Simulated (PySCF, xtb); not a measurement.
SnI, SMILES [Sn][I] (connectivity only; charge and spin as stated), neutral, multiplicity 2.

Harmonic wavenumbers (cm⁻¹) from GFN2-xTB (xtb) at its own minimum, in rising order: 225.

Task: What does PySCF with PBE0-D3(BJ)/def2-TZVP give at its own minimum? (An estimate is asked for; the answer gives what the named calculation found.)

Result: 196. Paired by order, the mean absolute difference is 29 cm⁻¹ and the zero-point energies are 0.3 and 0.3 kcal/mol.
